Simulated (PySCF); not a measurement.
## Broadened absorption spectrum of C3H12OSi2

Species: C3H12OSi2.
SMILES: `OCCC([SiH3])[SiH3]`

The calculation used PySCF 2.14.0, density-fitted response routines, TDDFT CAM-B3LYP/def2-SVPD, vertical, gas phase, core orbitals frozen in the response. The structure is a single GFN2-xTB conformer in the gas phase; no vibrational or solvent corrections. Torsions of this conformer, `[OH:1][CH2:2][CH2:3][CH:4]([SiH3:5])[SiH3:6]`: O1–C2–C3–C4 68°, C2–C3–C4–Si5 -50°, H–O1–C2–C3 -168°.

Computed states:

```csv
state,E (eV),f
S1,7.04,0.0090
S2,7.57,0.013
S3,7.84,0.0013
S4,8.08,0.094
S5,8.24,0.049
S6,8.30,0.039
S7,8.39,0.025
S8,8.43,0.123
```

Each state is given a Gaussian of 0.3 eV full width at half maximum, with ε(max) = 2.175×10⁸ f / Δν̃ (Δν̃ the width in cm⁻¹). The width is an assumption, not a result. The curve ends short of the highest state used, and states not computed would add to its high-energy end.

Task: Give the broadened spectrum and its maxima.

Result: 
```
E (eV)  ε (L mol⁻¹ cm⁻¹)
  6.59                 1
  6.65                 7
  6.70                22
  6.75                58
  6.81               153
  6.86               289
  6.92               508
  6.97               687
  7.02               795
  7.08               774
  7.13               641
  7.19               427
  7.24               285
  7.29               229
  7.35               310
  7.40               499
  7.45               756
  7.51              1043
  7.56              1161
  7.62              1099
  7.67               936
  7.72               811
  7.78               971
  7.83              1600
```

Maxima: 176 nm (7.04 eV), ε about 810, made up of S1 (100%); 164 nm (7.57 eV), ε about 1200, made up of S2 (99%) (ε in L mol⁻¹ cm⁻¹; maxima over ε = 5, shares over 10%). At its high-energy end, 7.83 eV, the curve is still rising (ε about 1600, from S4).

Task: Coming from long wavelengths, where does ε first pass 100 L mol⁻¹ cm⁻¹?

Result: At about 183 nm (6.78 eV), 0.26 eV below S1.

Task: What would ε be at 7.57 eV, the highest of these maxima, with half the width (0.15 eV)?

Result: About 2300 L mol⁻¹ cm⁻¹ against 1170, a factor of about 1.97; a lone state at its own centre would give exactly 2.
